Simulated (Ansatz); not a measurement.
Frontier orbitals of C6H12S (`CSC1CCCC1`).

Total charge 0; spin multiplicity 1. Geometry: relaxed with PBE0-D4/def2-TZVP. It is one conformer, not always the lowest. Basis def2-TZVPP, the Gaussian-basis code of Ansatz.

Orbital energies of one run (eV). Highest occupied ones, from the top: -4.89, -7.14, -7.53, -7.88, -7.96, -8.16, -8.21, -8.92, -9.95, -10.10, -10.21, -10.48, -11.45, -11.95. Empty: 0.08, 0.33, 0.91, 1.29, 1.56, 1.68.

(1) Which functional gave them?
A. revPBE
B. B3LYP
C. r2SCAN0
D. HSE06 (plane-wave form)

Results:

(1) A. HOMO energies: revPBE -4.89, HSE06 -5.75, r2SCAN0 -6.29, B3LYP -5.93 eV.

B3LYP here is the variant with VWN-RPA as its local correlation; programs differ in this.
